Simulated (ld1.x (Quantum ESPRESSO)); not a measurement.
**Which change was made? (Ir, PAW)**

iridium (Ir), PAW, made with ld1.x (Quantum ESPRESSO) 7.5 (BP86, scalar-relativistic). Core [Kr] 4d10 4f14, reference 5s2 5p6 5d6 6s0 6p0 (charge +3). Waves: 5s (bound): rcut 1.35, rcutus 1.50 bohr; 6s (bound, empty): rcut 1.35, rcutus 1.50 bohr; 5p (bound): rcut 1.45, rcutus 1.90 bohr; 6p (bound, empty): rcut 1.45, rcutus 1.90 bohr; 5d (bound): rcut 2.00, rcutus 2.30 bohr; 5d channel at -0.2 Ry: rcut 2.00, rcutus 2.30 bohr. Local part: all-electron potential smoothed inside 1.75 bohr (lloc = -2). Core correction: a·sin(br)/r model core, default radius (ld1.x builds one for every PAW set, though the input has nlcc=.false.). Augmentation charge: BESSEL, radius 1.20 bohr.

Cutoffs, loose and tight: the cutoffs (Ry, on a coarse ladder) from which the occupation-weighted sum of valence levels, in a spherical-Bessel basis at the reference potential, stays within 10 and 1 mRy of its value at 400 Ry. They do not see the model core or the augmentation charge, which bear on the density cutoff. Test errors are all-electron minus pseudo excitation energies from the reference, over the configurations 5s2 5p6 5d7 6s2 6p0; 5s2 5p6 5d7 6s1 6p0; 5s2 5p6 5d7 6s0 6p0; 5s2 5p6 5d6 6s2 6p0; 5s2 5p6 5d7.5 6s1.5 6p0; 5s2 5p6 5d5 6s0 6p0; 5s2 5p6 5d6 6s2 6p1; variants that change the core or the reference have their own tests.

The base gives: outcome: generated; cutoff, loose: 30 Ry; cutoff, tight: 50 Ry; bound ghosts: none; largest test error (meV): +33.

Question: After one change the result is: outcome: generated; cutoff, loose: 30 Ry; cutoff, tight: 50 Ry; bound ghosts: none; largest test error (meV): -42. Which change was it?
A. wave 5d channel at -0.2 Ry: rcut 2.00, rcutus 2.30 bohr becomes 5d channel at -2.6 Ry: rcut 2.00, rcutus 2.30 bohr
B. wave 5d channel at -0.2 Ry: rcut 2.00, rcutus 2.30 bohr becomes 5d channel at -1.96 Ry: rcut 2.00, rcutus 2.30 bohr
C. wave 5d channel at -0.2 Ry: rcut 2.00, rcutus 2.30 bohr becomes 5d channel at 1.39 Ry: rcut 2.00, rcutus 2.30 bohr
D. wave 5d channel at -0.2 Ry: rcut 2.00, rcutus 2.30 bohr becomes 5d channel at 3.44 Ry: rcut 2.00, rcutus 2.30 bohr

Answer: C. The others give: wave 5d channel at -0.2 Ry: rcut 2.00, rcutus 2.30 bohr becomes 5d channel at -2.6 Ry: rcut 2.00, rcutus 2.30 bohr → outcome: generated; cutoff, loose: 30 Ry; cutoff, tight: 50 Ry; bound ghosts: none; largest test error (meV): -21 | wave 5d channel at -0.2 Ry: rcut 2.00, rcutus 2.30 bohr becomes 5d channel at -1.96 Ry: rcut 2.00, rcutus 2.30 bohr → outcome: generated; cutoff, loose: 30 Ry; cutoff, tight: 50 Ry; bound ghosts: none; largest test error (meV): +17 | wave 5d channel at -0.2 Ry: rcut 2.00, rcutus 2.30 bohr becomes 5d channel at 3.44 Ry: rcut 2.00, rcutus 2.30 bohr → outcome: generated; cutoff, loose: 30 Ry; cutoff, tight: 50 Ry; bound ghosts: none; largest test error (meV): +69.
